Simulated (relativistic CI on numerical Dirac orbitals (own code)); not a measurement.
# Slater and spin-orbit integrals, C⁴⁺

Computed by Dirac-Coulomb-Breit CI, KLI orbitals optimised for each configuration, QED by a radiative potential, valence Slater integrals scaled by 0.85, P86 correlation energy added to each configuration (own radial code, finite nucleus).

Slater integrals F^k, G^k are unscaled and averaged over j, outside the closed core (none); ζ comes from projecting the Hamiltonian with its Breit term on Σ l·s of the shell.

- 1s2s: G^0(1s,2s) = 22432 cm⁻¹; <r>(1s) = 0.2527, <r^2>(1s) = 0.08564, <r>(2s) = 1.12, <r^2>(2s) = 1.46 (bohr units).
- 1s2p: G^1(1s,2p) = 47458, ζ(2p) = 160.63 cm⁻¹; <r>(1s) = 0.2528, <r^2>(1s) = 0.08566, <r>(2p) = 0.9732, <r^2>(2p) = 1.143 (bohr units).
- 1s3s: G^0(1s,3s) = 5908 cm⁻¹; <r>(1s) = 0.2513, <r^2>(1s) = 0.08447, <r>(3s) = 2.575, <r^2>(3s) = 7.539 (bohr units).

Averages of the first 10 configurations, taken without configuration mixing, which lowers the lowest level and can move excited configurations by several eV; other configurations of the list can lie among them:

```
Configuration  Parity  States  Average energy above the lowest level (eV)
          1s²    even       1                                         0.0
         1s2s    even       4                                       299.7
         1s2p     odd      12                                       304.9
         1s3s    even       4                                       351.8
         1s3p     odd      12                                       353.2
         1s3d    even      20                                       353.5
         1s4s    even       4                                       369.5
         1s4p     odd      12                                       370.0
         1s4d    even      20                                       370.2
         1s4f     odd      28                                       370.5
```
